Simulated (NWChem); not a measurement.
System: C4H3FS; SMILES c1(ccsc1)F

```xyz
9

F     -0.2575    -2.3164     0.0000
C     -0.0658    -1.0038     0.0000
C      1.2340    -0.4300     0.0000
C      1.1689     0.9371     0.0000
S     -0.4510     1.5052     0.0000
C     -1.0845    -0.0906     0.0000
H      2.1539    -1.0148     0.0000
H      1.9957     1.6461     0.0000
H     -2.1545    -0.2871     0.0000
```
Atoms are numbered in this order, from 1.

Level: PBE0/def2-SVP (NWChem), optimised geometry, unscaled harmonic frequencies. 

```
frequency (cm⁻¹)  IR intensity (km/mol)
----------------  ---------------------
283                                 0.1
407                                 1.2
474                                 0.2
553                                 4.6
632                                14.4
674                                 4.5
675                                 6.4
790                                94.9
860                                 7.4
893                                 0.3
895                                12.2
983                                25.5
1072                                8.3
1179                               13.2
1256                               20.0
1477                               80.1
1502                                0.3
1648                              115.9
3256                                0.2
3282                                3.6
3294                                8.7
```

| Property | Result |
|---|---|
| zero-point energy | 37.3 kcal/mol |
| thermal correction to the enthalpy at 298.15 K (with zero-point energy) | 40.9 kcal/mol |
| heat capacity Cv | 17.8 cal/(mol K) |
| entropy at 298.15 K and 1 atm (symmetry number 1) | 72.2 cal/(mol K) |
| dipole moment | 1.10 D |

Rigid rotor and harmonic oscillator.
